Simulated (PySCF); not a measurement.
C₄H₅FO₂, SMILES C[C@H]1OC=C(F)O1. Heavy atoms are numbered as in [CH3:1][C@H:2]1[O:3][CH:4]=[C:5]([F:6])[O:7]1. Hydrogens are named by the atom that carries them.

The structure is a stationary point at PBE-D3(BJ)/def2-SVP. The structure was generated by enumeration; whether it is a known compound was not checked. Other conformers were not sampled.

These are PBE/pcSseg-1 run with PySCF values and carry that method's errors.

GIAO shieldings, no solvent; atoms alike by connectivity are averaged. δ = σ(ref) − σ: ¹³C against TMS (σ = 182.0 ppm); ¹⁷O against H2O (σ = 334.3 ppm); ¹⁹F against CFCl3 (σ = 133.6 ppm); ¹H against TMS (σ = 31.49 ppm), references at their B3LYP-D3(BJ)/def2-TZVP geometries, non-relativistic.

```csv
atoms,nucleus,count,δ (ppm)
C5,¹³C,1,?
C2 (CH),¹³C,1,?
C4 (CH),¹³C,1,107.4
C1 (CH3),¹³C,1,24.3
O7,¹⁷O,1,161.9
O3,¹⁷O,1,106.7
F6,¹⁹F,1,?
H on C2,¹H,1,?
H on C4,¹H,1,?
H on C1,¹H,3,1.85
```

Problem. What belongs in the gaps? (An estimate is asked for; the answer gives what the named calculation found.)

Solution. 
- H on C2, δ (ppm): 6.76
- C2 (CH), δ (ppm): 119.8
- H on C4, δ (ppm): 6.27
- C5, δ (ppm): 169.4
- F6, δ (ppm): -180.0
